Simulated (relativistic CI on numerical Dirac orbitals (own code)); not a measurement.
Xe21+: q coefficients and field-shift factors

Method of calculation: Dirac-Coulomb-Breit CI, orbitals from a KLI potential per configuration, derivatives by finite differences, unscaled Slater integrals, QED left out (own radial code, finite nucleus).

Configurations in the expansion (outside the closed core [Ar] 3d10): 4s2.4p3, 4s.4p4, 4s2.4p2.4d, 4p5, 4s.4p3.4d, 4s2.4p2.4f, 4s2.4p.4d2, 4s2.4d3, 4s.4p.4d3, 4s2.4d2.4f. Double excitations out of closed p, d and f shells are left out; levels of such configurations are missing from the list, as are those of other unlisted configurations, and high levels can miss mixing partners.

With x = (α/α₀)² − 1 an excitation energy changes as ω = ω₀ + qx; K = 2q/ω₀ is the relative enhancement. Terms are leading LS components, so labels can repeat. The field-shift factor is F = δν/δ⟨r²⟩ for the transition from the lowest level.

Lowest level 4s2.4p3 4S°_3/2.

| Level | ω₀ (cm⁻¹) | q (cm⁻¹) | F (GHz/fm²) |
| --- | --- | --- | --- |
| 4s2.4p3 2D°_3/2 | 106447 | 130700 | -4.49 |
| 4s2.4p3 2D°_5/2 | 132445 | 135700 | -4.61 |
| 4s2.4p3 2P°_1/2 | 167165 | 136900 | -5.66 |
| 4s2.4p3 2P°_3/2 | 274604 | 277200 | -11.2 |
| 4s.4p4 4P_5/2 | 524101 | 169900 | -185 |
| 4s.4p4 4P_3/2 | 588439 | 199700 | -174 |
| 4s.4p4 4P_1/2 | 594391 | 203400 | -185 |
| 4s.4p4 2D_3/2 | 663538 | 247600 | -158 |
| 4s.4p4 2D_5/2 | 697938 | 289000 | -172 |
| 4s2.4p2.4d 4F_3/2 | 718347 | 59410 | -27.2 |
| 4s.4p4 2P_1/2 | 744623 | 271500 | -157 |
| 4s2.4p2.4d 4F_5/2 | 755222 | 60200 | 0.372 |
| 4s.4p4 2P_3/2 | 758496 | 233900 | -112 |
| 4s2.4p2.4d 2F_5/2 | 812103 | 145100 | -0.9 |
| 4s2.4p2.4d 4D_1/2 | 821616 | 179400 | -24.8 |
| 4s2.4p2.4d 4F_7/2 | 827558 | 161900 | -0.218 |
| 4s2.4p2.4d 4D_7/2 | 837118 | 163000 | 0.0865 |
| 4s2.4p2.4d 4D_3/2 | 838422 | 184000 | -33.3 |
| 4s2.4p2.4d 4F_9/2 | 859564 | 180800 | -0.18 |
| 4s2.4p2.4d 4D_5/2 | 874194 | 192000 | -6.39 |
| 4s.4p4 2P_1/2 | 879748 | 375400 | -134 |
| 4s2.4p2.4d 2P_3/2 | 898209 | 184600 | -46.7 |
| 4s2.4p2.4d 2G_7/2 | 914811 | 201100 | -1.34 |

At this charge energies of transitions that change n are usually good to better than 1 %, and those within a shell (Δn = 0) to a few per cent.

**Question.** Which transition from the lowest level has the largest |K|?

**Answer.** 4s2.4p3 2D°_3/2 at 106447 cm⁻¹, K = 2.46.
